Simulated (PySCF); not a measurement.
# NaPb, PBE0: how much the basis matters

PySCF, UKS reference; quartet, unpaired electrons σ ↑, π ↑↑; De to Na + Pb without counterpoise correction.

```json
{"basis": "def2-SVP", "relativity": "scalar-relativistic core potentials", "functions": "41", "Re (Å)": "2.968", "ωe (cm⁻¹)": "165", "De (eV)": "1.06", "μ (D)": "-6.59"}
{"basis": "def2-SVPD", "relativity": "scalar-relativistic core potentials", "functions": "50", "Re (Å)": "2.974", "ωe (cm⁻¹)": "165", "De (eV)": "1.07", "μ (D)": "-6.47"}
{"basis": "aug-cc-pVDZ/aug-cc-pVDZ-PP", "relativity": "scalar-relativistic core potentials", "functions": "59", "Re (Å)": "2.980", "ωe (cm⁻¹)": "164", "De (eV)": "1.06", "μ (D)": "-6.53"}
```

Task: How does each smaller set differ from the one with most functions, aug-cc-pVDZ/aug-cc-pVDZ-PP?

Result: def2-SVP: -1.2 pm, +0.6 % in ωe, +0.00 eV in De; def2-SVPD: -0.6 pm, +0.6 % in ωe, +0.01 eV in De. All at PBE0; the set with most functions is neither the basis-set limit nor always the best.

A positive dipole means Na(−)Pb(+). These are scalar-relativistic numbers at best; spin–orbit coupling would shift them, the dissociation energy most. The state is the lowest determinant that a PBE0 search found; another state may lie lower at other levels.
